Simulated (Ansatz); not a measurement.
C₂H₉InO, SMILES `[CH3][InH-]([CH3])[OH2+]`, relaxed with RKS PBE0-D4/def2-TZVP in Ansatz 0.2.0 from a PBE-D4/def2-SVP geometry. The force threshold is 0.005 eV/Å; the program also tests the step.

Total charge 0; spin multiplicity 1. In takes the def2 core potential.

Start:

```xyz
13

C    -1.901   -0.591    0.185
In    0.264   -0.894   -0.086
C     1.294    0.489   -1.456
O     0.751    0.559    1.851
H    -2.444   -1.002   -0.692
H    -2.159    0.487    0.250
H    -2.282   -1.109    1.088
H     1.033   -2.376    0.445
H     0.938    0.316   -2.493
H     1.066    1.548   -1.211
H     2.393    0.348   -1.446
H     1.180    1.341    1.451
H    -0.134    0.882    2.112
```

**Question.** By how much does the energy fall, and how many steps does the optimiser take? (Estimate.)

**Answer.** Ansatz gave: 0.07 eV, in 11 steps.

**Question.** Which bonds change most? (An estimate is asked.)

**Answer.** Ansatz gave: C1–In2 from 2.203 to 2.171 Å; In2–C3 from 2.203 to 2.171 Å; In2–H8 from 1.753 to 1.734 Å; C3–H10 from 1.111 to 1.093 Å.

**Question.** Give the relaxed structure. (Best estimate.)

**Answer.** Computed: 
```xyz
13

C    -1.914   -0.564    0.172
In    0.211   -0.866   -0.155
C     1.264    0.507   -1.467
O     0.775    0.497    1.825
H    -2.493   -1.111   -0.575
H    -2.185    0.492    0.089
H    -2.221   -0.933    1.153
H     0.958   -2.358    0.318
H     1.227    0.147   -2.499
H     0.812    1.501   -1.450
H     2.318    0.590   -1.191
H     1.280    1.269    1.552
H    -0.033    0.830    2.227
```
